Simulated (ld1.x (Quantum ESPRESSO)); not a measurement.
# Before and after: TM potential for Ti

ld1.x (Quantum ESPRESSO) 7.5 input, shortened:

```
&input
   title='Ti', zed=22., rel=1, dft='PBE', iswitch=3,
   config='[Ar] 3d2 4s1 4p0'
 /
 &inputp
   pseudotype=2, tm=.true., lloc=1,
   nlcc=.false.
 /
3
4S  1  0   1.00   0.00  2.30  2.30  0.0
3D  3  2   2.00   0.00  1.55  1.55  0.0
4P  2  1   0.00   0.00  2.50  2.50  0.0
 &test
   configts(1)='3d2 4s1 4p0'
 /
```

Change: wave 3d (bound): rc 1.55 bohr becomes 3d (bound): rc 2.16 bohr.

Cutoffs: the cutoffs (Ry, on a coarse ladder) from which the occupation-weighted sum of valence levels, in a spherical-Bessel basis at the reference potential, stays within 10 and 1 mRy of its value at 400 Ry; they do not see the model core or the augmentation charge, which bear on the density cutoff. Errors are all-electron minus pseudo energies relative to the spin-unpolarised reference configuration.

**Question.** What does the change do?

**Answer.** The potential gets softer (80 Ry and 90 Ry → 50 Ry and 55 Ry); both files keep a bound ghost (s); of the 7 tests that both files solve, the error grows in 1 and shrinks in 1 by more than 15 % and 0.3 meV (median size 22.8 → 21.9 meV). A larger radius leaves more room for a smooth pseudo-wave, so fewer plane waves are needed.

| quantity | base | changed |
| --- | --- | --- |
| cutoff, loose | 80 Ry | 50 Ry |
| cutoff, tight | 90 Ry | 55 Ry |
| loose cutoff by channel (10 mRy a level) | s 6 Ry, d 70 Ry | s 6 Ry, d 45 Ry |
| bound ghosts | s | s |
| error for 3d2 4s2 4p0, meV [ΔE -7.35 eV] | +17 | +18 |
| error for 3d2 4s0 4p0, meV [ΔE 13.57 eV] | +152 | +150 |
| error for 3d1 4s0 4p0, meV [ΔE 40.52 eV] | +164 | +307 |
| error for 3d3 4s0 4p0, meV [ΔE 0.05 eV] | -168 | -85 |
| error for 3d2 4s1.5 4p0, meV [ΔE -4.41 eV] | +7.7 | +7.9 |
| error for 3d2 4s1 4p1, meV [ΔE -4.27 eV] | +8.4 | +8.8 |
| error for 3d2 4s0 4p1, meV [ΔE 3.78 eV] | +23 | +22 |
| s: phases at 2.69 bohr within 0.05 rad from the reference energy up to (Ry; the scan ends near 5) | 2.9 | 2.9 |
| p: phases at 2.69 bohr within 0.05 rad from the reference energy up to (Ry; the scan ends near 5) | -0.0 | -0.0 |
| d: phases at 2.69 bohr within 0.05 rad from the reference energy up to (Ry; the scan ends near 5) | -0.3 | -0.3 |

 A true bound ghost makes a file unfit for plane-wave use even where its test errors are small: the radial tests pick states by their node count and pass the ghost by.
